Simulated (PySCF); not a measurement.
**Dipole moment and polarisability across levels of theory**

Compound: CH8FPSi2.
Z-matrix (Å and degrees, PBE0-D3(BJ)/def2-SVP geometry), rows numbered from 1:
```
C 
Si  1  1.8852
Si  2  2.3418  1  109.14
F   3  1.6361  2  109.29  1   177.90
P   3  2.2633  2  112.83  1    57.78
H   1  1.1007  2  110.74  3   -58.90
H   1  1.1007  2  110.52  3  -178.70
H   1  1.1005  2  111.05  3    61.41
H   2  1.4968  1  110.72  3  -122.26
H   2  1.4975  1  110.40  3   117.77
H   3  1.4957  2  112.73  1   -62.44
H   5  1.4314  3   91.10  2   -65.19
H   5  1.4299  3   94.95  2    28.55
```

PySCF, dipoles from the SCF density, polarisabilities from static response with core orbitals frozen. One conformer (not necessarily the lowest) at the PBE0-D3(BJ)/def2-SVP geometry, without solvent, vibrations or thermal averaging.

Problem. How do dipole and polarisability depend on functional and basis here?

Solution. 

```
              level  μ (D)  α (Å³)  anisotropy (Å³)
      LDA/def2-SVPD  2.732   15.44             4.94
      PBE/def2-SVPD  2.627   15.13             4.81
    B3LYP/def2-SVPD  2.642   14.64             4.43
     PBE0/def2-SVPD  2.736   14.55             4.41
BHandHLYP/def2-SVPD  2.741   14.06             4.04
CAM-B3LYP/def2-SVPD  2.709   14.37             4.13
  wB97X-D/def2-SVPD  2.764   14.37             4.17
  LC-wPBE/def2-SVPD  2.805   14.06             3.90
       HF/def2-SVPD  2.832   13.45             3.58
        PBE0/6-31G*  2.870   12.15             4.25
       PBE0/6-31+G*  2.986   13.50             4.43
      PBE0/def2-SVP  2.768   12.62             3.75
   PBE0/aug-cc-pVDZ  2.711   14.87             4.61
     PBE0/def2-TZVP  2.631   14.02             4.38
    PBE0/def2-TZVPD  2.637   14.81             4.60
```

The anisotropy is √(½[(α1 − α2)² + (α2 − α3)² + (α3 − α1)²]). The dipole runs from 2.63 D (PBE/def2-SVPD) to 2.99 D (PBE0/6-31+G*). No reference polarisability is at hand; against PBE0 in the largest diffuse basis at hand (def2-TZVPD) the other PBE0 rows deviate by 6-31G* -18%, 6-31+G* -9%, def2-SVP -15%, def2-SVPD -2%, aug-cc-pVDZ 0%, def2-TZVP -5%. In one basis (def2-SVPD) the functionals order the polarisability from HF (lowest) to LDA (highest), a spread of 15%. With PBE0 the polarisability is 12.93 Å³ without diffuse functions (mean of 6-31G*, def2-SVP and def2-TZVP) and 14.43 Å³ with them (mean of 6-31+G*, def2-SVPD, aug-cc-pVDZ and def2-TZVPD).

Without π bonds the low states are Rydberg-like; a valence basis with one diffuse set may place them up to an eV too high.
